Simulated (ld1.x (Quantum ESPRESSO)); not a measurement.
# Al (Z = 13): what ld1.x (Quantum ESPRESSO) 7.5 does with a changed input

Command:

```bash
ld1.x < Al.in > Al.out
```

Input:

```
&input
   title='Al', zed=13., rel=1, dft='PBESOL', iswitch=3, beta=0.7,
   config='[Ne] 3s2 3p1',
   nld=2, rlderiv=2.15, eminld=-3.0, emaxld=5.0, deld=0.02
 /
 &inputp
   pseudotype=2, tm=.false., rho0=0.02, lloc=-1, rcloc=1.35,
   nlcc=.true., new_core_ps=.true., rcore=1.30,
   file_pseudopw='Al.UPF', file_wfcaegen='ae.wfc', file_wfcncgen='nc.wfc', file_beta='beta', file_chi='chi'
 /
2
3S  1  0   2.00   0.00  1.70  1.70  0.0
3P  2  1   1.00   0.00  1.95  1.95  0.0
 &test
   configts(1)='3s2 3p1'
 /
```

This is an input that runs to its end, with one change: mixing beta=0.7.

Task: How does the run end?

Result: The program runs through. The occupied levels of the test differ from the all-electron ones by at most 0.00000 Ry (unchanged input: 0.00000 Ry).

```
     dft =PBESOL   lsd =0 sic =0 latt =0  beta=0.70 tr2=1.0E-14
     mesh =1135 r(mesh) = 100.48924 xmin = -7.00 dx = 0.01250

     n l     nl             e AE (Ry)        e PS (Ry)    De AE-PS (Ry)
     1 0     3S   1( 2.00)       -0.56703       -0.56703        0.00000
     2 1     3P   1( 1.00)       -0.19767       -0.19767       -0.00000

     eps = 2.1E-15  iter =  2

     Etot =    -484.392823 Ry,    -242.196412 Ha,   -6590.500102 eV
     Etotps =    -8.991552 Ry,      -4.495776 Ha,    -122.336297 eV

     Ekin =       1.256170 Ry,       0.628085 Ha,      17.091063 eV
     Encl =      -7.702856 Ry,      -3.851428 Ha,    -104.802699 eV
     Ehrt =       2.882222 Ry,       1.441111 Ha,      39.214628 eV
     Ecxc =      -6.433714 Ry,      -3.216857 Ha,     -87.535139 eV
     (Ecc =      -5.090369 Ry,      -2.545185 Ha,     -69.258002 eV)
     Epseu=       1.006626 Ry,       0.503313 Ha,      13.695851 eV

     ---------------------- End of pseudopotential test ----------------------
```
